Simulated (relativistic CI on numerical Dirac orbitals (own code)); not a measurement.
# Electric-dipole lines of Sr XI

Method of calculation: Dirac-Coulomb-Breit CI, KLI orbitals optimised for each configuration, model QED, valence Slater integrals scaled by 0.9, P86 correlation estimate, and configurations built on the next ion tied to the tabulated ionisation energy (semi-empirical) (own radial code, finite nucleus).

Configurations in the expansion (outside the closed core [Ne]): 3s2.3p6.3d10, 3s2.3p6.3d9.4s, 3s2.3p6.3d9.4p, 3s2.3p6.3d9.4d, 3s2.3p6.3d9.5s, 3s2.3p6.3d9.4f, 3s2.3p6.3d8.4s2, 3s2.3p6.3d8.4s.4p, 3s2.3p6.3d8.4p2, 3s2.3p6.3d9.5p, 3s2.3p6.3d8.4s.4d, 3s2.3p6.3d9.5d, 3s2.3p6.3d8.4p.4d, 3s2.3p5.3d10.4s, 3s2.3p6.3d9.5f, 3s2.3p6.3d9.5g, 3s2.3p5.3d10.4p, 3s2.3p6.3d8.4d2, 3s2.3p5.3d9.4s2, 3s2.3p5.3d9.4s.4p, 3s2.3p5.3d10.4d, 3s2.3p5.3d9.4p2, 3s2.3p5.3d9.4s.4d, 3s.3p6.3d10.4s. Levels of other configurations are missing.

```
λ vac (nm)                      Lower                       Upper   A (s⁻¹)        gf  Branching (%)
    4.7767      3s2.3p6.3d10 1S_0 [1]  3s2.3p6.3d9.5f 1P°_1 [125]  1.95e+12  2.00e+00           98.6
    5.5901      3s2.3p6.3d10 1S_0 [1]   3s2.3p6.3d9.4f 1P°_1 [59]  1.86e+12  2.61e+00           98.4
    30.199  3s2.3p6.3d9.4f 3D°_2 [52]   3s2.3p6.3d9.5g 3D_3 [126]  5.48e+10  5.25e+00           80.1
    30.284  3s2.3p6.3d9.4f 3H°_6 [43]   3s2.3p6.3d9.5g 3I_7 [115]  6.83e+10  1.41e+01           99.9
    30.382  3s2.3p6.3d9.4f 3H°_5 [44]   3s2.3p6.3d9.5g 1I_6 [114]  6.66e+10  1.20e+01           97.5
    30.420  3s2.3p6.3d9.4f 3H°_4 [53]   3s2.3p6.3d9.5g 3I_5 [128]  6.35e+10  9.70e+00           93.1
    30.472  3s2.3p6.3d9.4f 1H°_5 [54]   3s2.3p6.3d9.5g 3I_6 [129]  6.57e+10  1.19e+01           96.4
    30.546  3s2.3p6.3d9.4f 3D°_3 [46]   3s2.3p6.3d9.5g 3F_4 [119]  4.33e+10  5.45e+00           63.7
    30.659  3s2.3p6.3d9.4f 3F°_4 [47]   3s2.3p6.3d9.5g 3G_5 [122]  5.26e+10  8.15e+00           77.4
    30.664  3s2.3p6.3d9.4f 3F°_3 [56]   3s2.3p6.3d9.5g 3F_4 [131]  5.45e+10  6.92e+00           80.2
    30.744  3s2.3p6.3d9.4f 1G°_4 [48]   3s2.3p6.3d9.5g 3H_5 [120]  5.48e+10  8.55e+00           80.8
    30.766  3s2.3p6.3d9.4f 3G°_5 [49]   3s2.3p6.3d9.5g 3H_6 [121]  5.84e+10  1.08e+01           86.0
    30.808  3s2.3p6.3d9.4f 3G°_4 [57]   3s2.3p6.3d9.5g 3H_5 [133]  6.16e+10  9.65e+00           90.9
    30.849  3s2.3p6.3d9.4f 1F°_3 [50]   3s2.3p6.3d9.5g 1G_4 [123]  4.98e+10  6.40e+00           73.5
    30.889  3s2.3p6.3d9.4f 3G°_3 [58]   3s2.3p6.3d9.5g 3H_4 [132]  5.47e+10  7.04e+00           80.6
    32.153   3s2.3p6.3d9.4p 3P°_2 [6]    3s2.3p6.3d9.4d 3P_2 [20]  2.34e+10  1.81e+00           69.2
    32.428   3s2.3p6.3d9.4p 3F°_2 [9]    3s2.3p6.3d9.4d 3G_3 [29]  1.60e+10  1.76e+00           46.5
    32.833   3s2.3p6.3d9.4p 3F°_3 [7]    3s2.3p6.3d9.4d 3G_4 [19]  3.06e+10  4.46e+00           90.0
    33.297   3s2.3p6.3d9.4p 3F°_2 [9]    3s2.3p6.3d9.4d 3G_3 [24]  1.33e+10  1.54e+00           40.3
    34.223  3s2.3p6.3d9.4p 3F°_4 [10]    3s2.3p6.3d9.4d 3G_5 [21]  3.11e+10  6.01e+00          100.0
    34.257  3s2.3p6.3d9.4p 3F°_3 [15]    3s2.3p6.3d9.4d 1G_4 [31]  3.03e+10  4.79e+00           96.2
    34.333  3s2.3p6.3d9.4p 3D°_2 [17]    3s2.3p6.3d9.4d 3F_3 [34]  2.25e+10  2.79e+00           70.2
    34.450  3s2.3p6.3d9.4p 3D°_3 [13]    3s2.3p6.3d9.4d 3F_4 [27]  2.22e+10  3.56e+00           69.8
    36.588   3s2.3p6.3d9.4d 3G_4 [19]   3s2.3p6.3d9.4f 3H°_5 [44]  3.19e+10  7.05e+00           96.1
    36.592   3s2.3p6.3d9.4d 3G_3 [29]   3s2.3p6.3d9.4f 3H°_4 [53]  3.06e+10  5.54e+00           91.7
    36.613   3s2.3p6.3d9.4d 3D_3 [23]   3s2.3p6.3d9.4f 3F°_4 [47]  1.61e+10  2.91e+00           49.6
    36.814   3s2.3p6.3d9.4d 3G_5 [21]   3s2.3p6.3d9.4f 3H°_6 [43]  3.27e+10  8.63e+00          100.0
    36.859   3s2.3p6.3d9.4d 3G_3 [24]   3s2.3p6.3d9.4f 1G°_4 [48]  2.16e+10  3.96e+00           64.9
    36.963   3s2.3p6.3d9.4d 1G_4 [31]   3s2.3p6.3d9.4f 1H°_5 [54]  3.19e+10  7.19e+00           97.9
    36.996   3s2.3p6.3d9.4d 3D_2 [32]   3s2.3p6.3d9.4f 3F°_3 [56]  2.55e+10  3.67e+00           78.8
    37.118   3s2.3p6.3d9.4d 3F_3 [34]   3s2.3p6.3d9.4f 3G°_4 [57]  2.77e+10  5.14e+00           84.8
    37.148   3s2.3p6.3d9.4d 3F_4 [27]   3s2.3p6.3d9.4f 3G°_5 [49]  2.70e+10  6.14e+00           82.6
    48.139    3s2.3p6.3d9.4s 3D_3 [2]   3s2.3p6.3d9.4p 3D°_3 [13]  5.11e+09  1.24e+00           66.5
    49.493    3s2.3p6.3d9.4s 3D_2 [3]   3s2.3p6.3d9.4p 1D°_2 [12]  5.47e+09  1.00e+00           76.6
    50.792    3s2.3p6.3d9.4s 3D_3 [2]   3s2.3p6.3d9.4p 3F°_4 [10]  6.93e+09  2.41e+00          100.0
    50.814    3s2.3p6.3d9.4s 1D_2 [5]   3s2.3p6.3d9.4p 3F°_3 [15]  6.05e+09  1.64e+00           85.0
    55.437    3s2.3p6.3d9.4s 3D_2 [3]    3s2.3p6.3d9.4p 3F°_3 [7]  3.64e+09  1.17e+00           67.9
    56.208    3s2.3p6.3d9.4s 3D_3 [2]    3s2.3p6.3d9.4p 3P°_2 [6]  4.91e+09  1.16e+00           97.9
    76.684  3s2.3p6.3d9.5p 3F°_3 [61]    3s2.3p6.3d9.5d 3G_4 [73]  7.66e+09  6.08e+00           50.6
    79.836  3s2.3p6.3d9.5p 3F°_4 [62]    3s2.3p6.3d9.5d 3G_5 [75]  7.89e+09  8.29e+00           53.0
    82.624   3s2.3p6.3d9.5d 3G_3 [83]  3s2.3p6.3d9.5f 3H°_4 [106]  8.77e+09  8.08e+00           67.6
    82.808   3s2.3p6.3d9.5d 3G_4 [73]   3s2.3p6.3d9.5f 3H°_5 [95]  8.71e+09  9.85e+00           66.6
    83.425   3s2.3p6.3d9.5d 3G_5 [75]   3s2.3p6.3d9.5f 3H°_6 [94]  8.91e+09  1.21e+01           68.6
    83.480   3s2.3p6.3d9.5d 3G_4 [85]  3s2.3p6.3d9.5f 3H°_5 [107]  8.83e+09  1.02e+01           67.5
    83.705   3s2.3p6.3d9.5d 3F_4 [80]  3s2.3p6.3d9.5f 3G°_5 [100]  7.26e+09  8.39e+00           55.4
```

Terms are leading LS components. Brackets give the number of a level in order of energy, since labels repeat. The list gives strong lines, with weight on those to low levels, without configurations that were not tied to measured data, without lines whose two gauges differ by over a factor of 2.5, among the lowest 300 of 1656 levels, so that lines to higher ones, which can be the strongest, are missing. Levels whose partners in the same complex of configurations lie outside the list can be far off, and so can their lines. Rates are taken at the computed energies, electric ones in the length gauge.

Configurations that consist of the next ion and one excited electron were tied to the tabulated ionisation energy; Rydberg ones are usually within 1,000 to 3,000 cm⁻¹ and the lowest ones within about 6,000 (9,000 in d shells), while levels on excited terms of the next ion carry the error of that term, and the other configurations can be misplaced by 10,000 cm⁻¹ or more. Rates follow the energies as ν³ (E1, M1) or ν⁵ (E2), so rates, branching and lifetimes can be off by large factors.

(1) From the table, what is the radiative lifetime of 3s2.3p6.3d9.5f 1P°_1?

Results:

(1) The listed rates from this level add up to about 1.95e+12 s⁻¹, 99 % of its decay; with all channels τ = 5.06e-13 s.

LS names give the leading component of a level, which can be under half, so a name can repeat, a term be missing and a line seem to break the LS rules.
